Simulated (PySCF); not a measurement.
## Working out the ionisation energy of Cd

Cd [Kr] 4d10 5s2 (1S) → Cd⁺ [Kr] 4d10 5s1 (2S). Computed with PySCF 2.14 in cc-pVDZ-PP with ECP28MDF (4s4p3d1f, 38 functions), with scalar relativity through the core potential. Frozen: 4s2 4p6. Energies in hartree (1 hartree = 27.21139 eV):

| part | Cd (lower) | Cd⁺ (upper) |
| --- | --- | --- |
| UHF | -166.837750 | -166.564503 |
| CCSD correlation | -0.322833 | -0.279242 |
| (T) | -0.005793 | -0.002879 |

What does Hartree-Fock give?

(-166.564503) − (-166.837750) = 0.273247 hartree = 7.435 eV.

What do CCSD and CCSD(T) give?

The CCSD correlation energies differ by 0.043591 hartree = 1.186 eV and the triples by 0.002914 hartree = 0.079 eV, so CCSD gives 8.621 eV and CCSD(T) 8.700 eV.

Measured between the centres of the two terms (NIST): 8.994 eV, so CCSD(T) (valence) is off by -0.294 eV.

A double-zeta basis recovers only part of the correlation energy.

What remains against the reference includes basis incompleteness, the frozen core and higher excitations.
